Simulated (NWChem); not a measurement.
# C$_{2}$H$_{3}$FN$_{2}$Si; SMILES F[SiH]1N=CC=N1

```xyz
9

F     -0.5774     1.9738     0.0000
Si     0.4079     0.7086     0.0000
N      0.0579    -0.3999     1.3528
C     -0.2369    -1.4979     0.7681
C     -0.2369    -1.4979    -0.7681
N      0.0579    -0.3999    -1.3528
H      1.8051     1.1849     0.0000
H     -0.4769    -2.4120     1.3224
H     -0.4769    -2.4120    -1.3224
```
Atoms are numbered in this order, from 1.

All runs: NWChem. Structure relaxed at the B3LYP/6-31G* (spherical d) level. Vzz is the largest principal value of the second derivative of the potential at the nucleus (NWChem prints the opposite sign); η is the asymmetry. Non-relativistic.

Estimate the computed values for PBE/def2-SVP. Quantities: Vzz N6 (a.u.); η N6.


```
Property       Result
-------------  ------
Vzz N6 (a.u.)  -0.818
η N6             0.87
```
